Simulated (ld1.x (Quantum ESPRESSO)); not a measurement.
## PBE TM dataset for silicon, scalar-relativistic all-electron reference.

```json
{
  "Element": "silicon",
  "Generator": "ld1.x (Quantum ESPRESSO) 7.5",
  "Type": "norm-conserving Troullier–Martins (Kleinman–Bylander form)",
  "Functional": "PBE",
  "Relativity": "scalar-relativistic",
  "Frozen core": "[Ne]",
  "Valence charge": "4",
  "Reference configuration": "3s2 3p2",
  "Partial waves": "3p (bound): rc 2.30 bohr; 3s (bound): rc 1.30 bohr",
  "Local potential": "the s channel",
  "Core correction": "Bessel-smoothed model core, default radius (core density twice the valence density)"
}
```

All-electron outer shells of the reference configuration (PBE, scalar-relativistic, ld1.x):

| shell | level (eV) | outermost node (bohr) | outermost maximum (bohr) |
| --- | --- | --- | --- |
| 2s | -139.50 | 0.15 | 0.45 |
| 2p | -95.56 | – | 0.39 |
| 3s | -10.81 | 0.72 | 1.80 |
| 3p | -4.08 | 0.72 | 2.17 |

Q: Does the generator finish with these settings?

A: Yes, a potential is produced and its reference levels are reproduced.

Q: Estimate the cutoffs (Ry, on a coarse ladder) from which the occupation-weighted sum of valence levels, in a spherical-Bessel basis at the reference potential, stays within 10 and 1 mRy of its value at 400 Ry.

A: 40 Ry and 90 Ry.

Q: What does a ghost test show?

A: No extra level below or beside the all-electron valence levels (p, s, d, f tested).

Q: Which valence shell sets the plane-wave cutoff?

A: 3s: its level needs 80 Ry to come within 1 mRy, against 8 Ry for 3p.

Q: Tests: 3s2 3p1; 3s2 3p0; 3s1 3p0; 3s1 3p3; 3s1 3p2; 3s0 3p4; 3s2 3p2.3. Which has the largest error in its energy relative to the reference configuration, and how large is it?

A: 3s1 3p0, with +62 meV (all-electron minus pseudo) on +57.70 eV.
